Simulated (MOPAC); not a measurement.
Input file for MOPAC: PM3 on H4N2Si (a complex).

```
PM3 1SCF PRECISE CHARGE=0 THREADS=1
H4N2Si

Si     0.08239804 1     0.14867877 1    -0.18988547 1
H      0.40019021 1     0.40686792 1    -1.61320902 1
H      0.25770536 1     1.39730094 1     0.58513241 1
H      0.99600643 1    -0.89067755 1     0.33497048 1
H     -1.31753616 1    -0.31567494 1    -0.07435718 1
N     -0.02313196 1    -0.36879466 1     4.29183186 1
N     -0.39338505 1    -0.38142001 1     3.26592084 1
```

The log:

```
*******************************************************************************
 **                                                                           **
 **                              MOPAC v23.2.5                                **
 **                                                                           **
 *******************************************************************************
 ** MOPAC's Digital Object Identifier: https://doi.org/10.5281/zenodo.6511958 **
 **                                                                           **
 ** Please cite the open-source release paper for use of this MOPAC version:  **
 ** J. E. Moussa and J. J. P. Stewart (2026)                                  **
 ** MOPAC: An open-source semiempirical molecular orbital program             **
 ** J. Open Source Softw., 11(119), 8025, https://doi.org/10.21105/joss.08025 **
 *******************************************************************************

                              PM3 CALCULATION RESULTS

 *******************************************************************************
 *  PM3        - The PM3 Hamiltonian to be used
 *
 *
 *
 *                 CHARGE ON SYSTEM = 0
 *
 *
 *
 *  PRECISE    - TIGHTER CRITERIA TO BE USED
 *  1SCF       - DO 1 SCF AND THEN STOP
 *  THREADS=1  - MULTI-THREADING NOT USED
 *  T=         - A TIME OF 172800.0 SECONDS REQUESTED
 *  DUMP=N     - RESTART FILE WRITTEN EVERY 7200.0 SECONDS REQUESTED
 *******************************************************************************
PM3 1SCF PRECISE CHARGE=0 THREADS=1
 H4N2Si

   ATOM   CHEMICAL          X               Y               Z
  NUMBER   SYMBOL      (ANGSTROMS)     (ANGSTROMS)     (ANGSTROMS)

     1      Si          0.08239804  *   0.14867877  *  -0.18988547  *
     2       H          0.40019021  *   0.40686792  *  -1.61320902  *
     3       H          0.25770536  *   1.39730094  *   0.58513241  *
     4       H          0.99600643  *  -0.89067755  *   0.33497048  *
     5       H         -1.31753616  *  -0.31567494  *  -0.07435718  *
     6       N         -0.02313196  *  -0.36879466  *   4.29183186  *
     7       N         -0.39338505  *  -0.38142001  *   3.26592084  *



          CARTESIAN COORDINATES

    NO.       ATOM           X           Y           Z

     1        Si          0.0824      0.1487     -0.1899
     2         H          0.4002      0.4069     -1.6132
     3         H          0.2577      1.3973      0.5851
     4         H          0.9960     -0.8907      0.3350
     5         H         -1.3175     -0.3157     -0.0744
     6         N         -0.0231     -0.3688      4.2918
     7         N         -0.3934     -0.3814      3.2659

  H: (PM3): J. J. P. STEWART, J. COMP. CHEM. 10, 209 (1989).
  N: (PM3): J. J. P. STEWART, J. COMP. CHEM. 10, 209 (1989).
 Si: (PM3): J. J. P. STEWART, J. COMP. CHEM. 10, 209 (1989).

           Empirical Formula: H4 N2 Si  =     7 atoms



      MOLECULAR POINT GROUP   :   Cs


      RHF CALCULATION, NO. OF DOUBLY OCCUPIED LEVELS = 9


 -------------------------------------------------------------------------------
 PM3 1SCF PRECISE CHARGE=0 THREADS=1
 H4N2Si



     1SCF WAS SPECIFIED, SO BFGS WAS NOT USED
     SCF FIELD WAS ACHIEVED


                              PM3 CALCULATION
                                                       MOPAC v23.2.5 Linux




          FINAL HEAT OF FORMATION =         31.31683 KCAL/MOL =     131.02963 KJ/MOL


          COSMO AREA              =        121.55 SQUARE ANGSTROMS
          COSMO VOLUME            =        103.75 CUBIC ANGSTROMS

          IONIZATION POTENTIAL    =         11.651293 EV
          HOMO LUMO ENERGIES (EV) =        -11.651  0.678
          NO. OF FILLED LEVELS    =          9
          MOLECULAR WEIGHT        =         60.1305         POINT GROUP:  Cs

          MOLECULAR DIMENSIONS (Angstroms)

            Atom       Atom       Distance
            N     6    H     2     5.97079
            H     4    H     3     2.41713
            H     5    H     4     2.07115


          SCF CALCULATIONS        =          1





   ATOM   CHEMICAL          X               Y               Z
  NUMBER   SYMBOL      (ANGSTROMS)     (ANGSTROMS)     (ANGSTROMS)

     1      Si          0.08239804  *   0.14867877  *  -0.18988547  *
     2       H          0.40019021  *   0.40686792  *  -1.61320902  *
     3       H          0.25770536  *   1.39730094  *   0.58513241  *
     4       H          0.99600643  *  -0.89067755  *   0.33497048  *
     5       H         -1.31753616  *  -0.31567494  *  -0.07435718  *
     6       N         -0.02313196  *  -0.36879466  *   4.29183186  *
     7       N         -0.39338505  *  -0.38142001  *   3.26592084  *

                             CARTESIAN COORDINATES

   1   Si        0.082398040     0.148678770    -0.189885470
   2    H        0.400190210     0.406867920    -1.613209020
   3    H        0.257705360     1.397300940     0.585132410
   4    H        0.996006430    -0.890677550     0.334970480
   5    H       -1.317536160    -0.315674940    -0.074357180
   6    N       -0.023131960    -0.368794660     4.291831860
   7    N       -0.393385050    -0.381420010     3.265920840


           Empirical Formula: H4 N2 Si  =     7 atoms



      MOLECULAR POINT GROUP   :   Cs


                  EIGENVALUES
 -32.57193 -16.73936 -15.49442 -15.49160 -15.18400 -13.74966 -11.76522 -11.74725
 -11.65129   0.67814   0.71377   0.72104   2.25347   2.26287   2.29298   6.52476


              NET ATOMIC CHARGES AND DIPOLE CONTRIBUTIONS

  ATOM NO.   TYPE          CHARGE      No. of ELECS.   s-Pop       p-Pop
    1         Si           0.459929        3.5401     0.91620     2.62388
    2          H          -0.119055        1.1191     1.11906
    3          H          -0.115660        1.1157     1.11566
    4          H          -0.115595        1.1156     1.11559
    5          H          -0.110139        1.1101     1.11014
    6          N          -0.006361        5.0064     1.77620     3.23016
    7          N           0.006881        4.9931     1.77526     3.21786
 DIPOLE           X         Y         Z       TOTAL
 POINT-CHG.    -0.058    -0.020     0.008     0.062
 HYBRID         0.019     0.006     0.005     0.020
 SUM           -0.039    -0.015     0.013     0.044


          ATOMIC ORBITAL ELECTRON POPULATIONS

     Atom    s        px        py        pz
    1 Si   0.91620   0.87903   0.87463   0.87021
    2  H   1.11906
    3  H   1.11566
    4  H   1.11559
    5  H   1.11014
    6  N   1.77620   1.02892   1.00250   1.19875
    7  N   1.77526   1.02423   0.99769   1.19593

 **********************
 *                    *
 * JOB ENDED NORMALLY *
 *                    *
 **********************




 == MOPAC DONE ==
```

The run finished.

Cost: about 0.03 core-seconds (a rough figure).
